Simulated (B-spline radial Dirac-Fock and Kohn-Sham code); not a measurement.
Kohn-Sham estimates against Dirac-Fock for the levels of As⁴⁺

System: the As⁴⁺ ion in the configuration [Ar] 3d10 4s1.

The density-functional columns are spherical, spin-unpolarised Dirac-Kohn-Sham results without Breit or QED terms: −ε is minus the orbital energy of the initial state and ΔSCF the difference of two total energies. The reference in the last column comes from ΔSCF Dirac-Fock with Breit, self-energy and vacuum polarisation, finite nucleus, configuration average. All numbers are from an atomic code on a B-spline grid, in eV; a selection of levels is shown. For the 1s level of heavy atoms much of the gap between ΔSCF and the reference is the Breit and QED part, -24.7 eV here; for other levels the error of the functional can be larger.

```csv
level,PBE −ε,PBE ΔSCF,LDA −ε,LDA ΔSCF,Dirac-Fock
1s,11767.2,11974.6,11746.7,11953.4,11930.4
2s,1536.7,1571.7,1534.5,1569.6,1598.7
2p1/2,1378.4,1421.1,1377.9,1420.6,1422.9
2p3/2,1341.9,1383.5,1341.4,1383.0,1387.0
3p1/2,187.3,201.8,187.2,201.7,210.3
3p3/2,182.2,196.6,182.1,196.5,205.2
3d3/2,91.03,104.8,91.42,105.2,102.5
3d5/2,90.29,104.1,90.68,104.4,101.8
4s,56.97,63.50,57.44,63.79,61.66
```

Question: Order the estimates of the K (1s) level by their distance from the Dirac-Fock value, nearest first.
A. PBE ΔSCF
B. LDA −ε
C. PBE −ε
D. LDA ΔSCF

Answer: D (23.0 eV), A (44.2 eV), C (163.2 eV), B (183.7 eV).

For the outermost level NIST gives 62.77 ± 0.06 eV (measured); the differences from it are PBE −ε -5.80, PBE ΔSCF +0.73, LDA −ε -5.33, LDA ΔSCF +1.02, Dirac-Fock -1.11 eV.

Values without a named source are computed, but for edge energies of neutral atoms, which are taken from tables.
